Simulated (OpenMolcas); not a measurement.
**Au3+: effect of the metal basis**

Au3+ with its 6 nearest fluoride ions at 2.166 Å, on the Y site of Cs2NaYF6 (a = 9.075 Å, distance in the model lattice 2.178 Å). The rest of the host is ab initio model potentials to 7.6 Å and point charges beyond; the distance is set by hand and nothing relaxes.

```json
{"Program": "OpenMolcas", "Method": "CASSCF", "Spin-orbit coupling": "RASSI with atomic mean-field integrals over the reference wave functions"}
```

Fixed: ligand basis ANO-RCC-VDZP, active space 8 electrons in 5 orbitals (5d), DKH2 Hamiltonian.

States (labels of O, the rotations of Oh). Energies in cm-1 above the lowest state or level, χT in cm3 K/mol; 10Dq and B are least-squares fits to the states below 45000 cm-1, weighted by degeneracy, with a free offset, and given where the rms deviation is under 5 % of |10Dq| (or 100 cm-1) and under 700 cm-1.

```json
{"Run": "A", "Metal basis": "ANO-RCC-VDZP", "Ground state": "3A2", "First state of that spin": "3T2 18291", "10Dq": "17871", "B (rms of fit)": "832 (180)", "First gap with spin-orbit (degeneracies)": "9695 (3, 2)", "χT at 300 K": "1.604", "First state of another spin": "1E 11599", "Cost": "roughly 50 core-seconds"}
{"Run": "B", "Metal basis": "ANO-RCC-VTZP", "Ground state": "3A2", "First state of that spin": "3T2 17573", "10Dq": "17352", "B (rms of fit)": "820 (119)", "First gap with spin-orbit (degeneracies)": "9693 (3, 2)", "χT at 300 K": "1.636", "First state of another spin": "1E 11739", "Cost": "roughly 40 core-seconds"}
```

Against A, |10Dq| changes by -2.9 % in B.

Costs are those of the RASSCF and RASSI steps.

Without dynamic correlation the repulsion within the d shell is too large (B by tens of per cent), so at a given field states of lower spin stand too high. Real 4d8 and 5d8 ions are as a rule square planar and diamagnetic. With metal d orbitals alone the field can be off either way by tens of per cent. Ligand-to-metal charge-transfer states are missing. With no ligand orbital active B as a rule stays too high, so bands that hang on it stand too high and its fall with covalency is understated. The least metal-like active orbital is 76 % on the metal (Löwdin) and no ligand orbital is active, so the numbers are rough (holds for A). The least metal-like active orbital is 77 % on the metal (Löwdin) and no ligand orbital is active, so the numbers are rough (holds for B). No measured value stands beside these numbers; the geometry was set by hand and not optimised.
